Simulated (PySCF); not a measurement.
**Spin-rotation constants: `[C@H]1(N)CCC(=C)C1`, C6H11N**

Molfile (atoms numbered from 1):
```
C6H11N
     RDKit          3D

 18 18  0  0  0  0  0  0  0  0999 V2000
   -2.2211    0.9250   -0.1208 C   0  0  0  0  0  0  0  0  0  0  0  0
   -1.0662    0.2874   -0.1887 C   0  0  0  0  0  0  0  0  0  0  0  0
   -0.7701   -1.0512    0.4383 C   0  0  0  0  0  0  0  0  0  0  0  0
    0.6517   -1.3987   -0.0122 C   0  0  0  0  0  0  0  0  0  0  0  0
    1.3193   -0.0435   -0.2760 C   0  0  2  0  0  0  0  0  0  0  0  0
    1.8594    0.4852    0.9646 N   0  0  0  0  0  0  0  0  0  0  0  0
    0.1722    0.7918   -0.8779 C   0  0  0  0  0  0  0  0  0  0  0  0
   -2.3677    1.8886   -0.5788 H   0  0  0  0  0  0  0  0  0  0  0  0
   -3.0696    0.5045    0.3919 H   0  0  0  0  0  0  0  0  0  0  0  0
   -0.8241   -0.9704    1.5269 H   0  0  0  0  0  0  0  0  0  0  0  0
   -1.4962   -1.8053    0.1329 H   0  0  0  0  0  0  0  0  0  0  0  0
    1.2039   -1.9639    0.7356 H   0  0  0  0  0  0  0  0  0  0  0  0
    0.6237   -1.9756   -0.9369 H   0  0  0  0  0  0  0  0  0  0  0  0
    2.1589   -0.1362   -0.9726 H   0  0  0  0  0  0  0  0  0  0  0  0
    1.1133    0.6093    1.6412 H   0  0  0  0  0  0  0  0  0  0  0  0
    2.2875    1.3913    0.8090 H   0  0  0  0  0  0  0  0  0  0  0  0
    0.0987    0.6037   -1.9522 H   0  0  0  0  0  0  0  0  0  0  0  0
    0.3177    1.8642   -0.7359 H   0  0  0  0  0  0  0  0  0  0  0  0
  1  2  2  0
  2  3  1  0
  3  4  1  0
  4  5  1  0
  5  6  1  0
  5  7  1  0
  7  2  1  0
  1  8  1  0
  1  9  1  0
  3 10  1  0
  3 11  1  0
  4 12  1  0
  4 13  1  0
  5 14  1  6
  6 15  1  0
  6 16  1  0
  7 17  1  0
  7 18  1  0
M  END
```

The calculation used GIAO wB97X-D/pcSseg-1 magnetisability, rotational g tensor and spin-rotation constants, non-relativistic, gas phase in PySCF 2.14.0. Geometry: GFN2-xTB.

Q: Give the nuclear spin-rotation constants along the inertial axes (H = +C I·J) beside the isotropic shieldings.

A: Rotational constants 4.4390, 2.2310, 1.8616 GHz. A star marks the isotopologue with that one atom substituted, in its own axes.
| atom | isotope | Caa (kHz) | Cbb (kHz) | Ccc (kHz) | mean (kHz) | σ (ppm) |
| --- | --- | --- | --- | --- | --- | --- |
| N6 | 14N | 0.256 | 0.096 | 0.092 | 0.148 | 213.3 |
| H8 | 1H | -0.358 | 0.135 | -0.190 | -0.138 | 26.4 |
| H9 | 1H | -0.125 | -0.062 | -0.124 | -0.104 | 26.4 |
| H10 | 1H | -0.495 | -0.222 | 0.066 | -0.217 | 29.3 |
| H11 | 1H | -0.291 | -0.032 | -0.177 | -0.167 | 29.3 |
| H12 | 1H | -0.203 | -0.142 | -0.140 | -0.162 | 30.0 |
| H13 | 1H | -0.497 | -0.194 | 0.026 | -0.222 | 30.0 |
| H14 | 1H | -0.137 | -0.209 | -0.061 | -0.136 | 28.5 |
| H15 | 1H | -0.300 | -0.279 | -0.059 | -0.212 | 31.1 |
| H16 | 1H | -0.490 | 0.016 | -0.232 | -0.235 | 31.3 |
| H17 | 1H | -0.485 | -0.235 | 0.077 | -0.214 | 29.1 |
| H18 | 1H | -0.497 | 0.076 | -0.199 | -0.207 | 29.8 |
| C1 | 13C* | 1.151 | 0.902 | 0.372 | 0.809 | 71.1 |
| C2 | 13C* | 1.551 | 1.071 | 0.466 | 1.029 | 26.1 |
| C3 | 13C* | 0.693 | 0.327 | 0.344 | 0.455 | 155.1 |
| C4 | 13C* | 0.754 | 0.317 | 0.369 | 0.480 | 150.1 |
| C5 | 13C* | 0.872 | 0.434 | 0.392 | 0.566 | 129.8 |
| C7 | 13C* | 0.728 | 0.424 | 0.404 | 0.518 | 137.2 |

For the geometry as given, no vibrational averaging.

Q: How do the rotational constants and the g tensor change when H8, H9, H10, H11, H12, H13, H14, H15, H16, H17, H18 are replaced by deuterium?

A: Constants 3.3980, 1.8680, 1.5542 GHz; g -0.0097, -0.0141, -0.0034, against -0.0124, -0.0168, -0.0043 before.
